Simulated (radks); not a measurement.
Problem. Neutral hafnium, configuration [Xe] 4f14 6s2 6p2 (not the ground configuration). All-electron calculation, scalar-relativistic Kohn-Sham, Wu-Cohen GGA, spin-polarised, spherical densities, finite nucleus; open shells are filled with parallel spins first (spin-orbit coupling, left out, can overturn this in heavy ions); Fermi nuclear charge, rms radius 5.347 fm. Program: a radial shooting solver on a logarithmic mesh with Libxc functionals. Some entries of the table are withheld. Estimate them.

orbital,occ.,eigenvalue (eV),<r> (bohr)
1s up,1,-65266.46,0.01899
1s down,1,-65266.45,0.01899
2s up,1,-11168.33,0.08039
2s down,1,-11168.32,0.08039
2p up,3,-9810.895,0.07172
2p down,3,-9810.885,0.07172
3s up,1,-2550.036,0.2087
3s down,1,-2550.029,0.2087
3p up,3,-2144.301,0.2085
3p down,3,-2144.292,0.2085
3d up,5,-1663.048,0.1890
3d down,5,-1663.039,0.1890
4s up,1,-519.2236,0.4684
4s down,1,-519.2085,0.4684
4p up,3,-386.0640,0.4977
4p down,3,-386.0478,0.4977
4d up,5,-213.7662,0.5354
4d down,5,-213.7459,0.5353
5s up,1,-74.1690,1.129
5s down,1,-74.0905,1.129
5p up,3,-42.3647,1.323
5p down,3,-42.2747,1.321
4f up,7,-24.0111,0.6738
4f down,7,-23.9755,0.6732
6s up,1,-8.3203,3.129
6s down,1,-7.3895,3.069
6p up,2,-3.4926,(1)
6p down,0,-2.3616,(2)

Solution. 
(1) 6p up <r> (bohr): 4.125
(2) 6p down <r> (bohr): 4.179
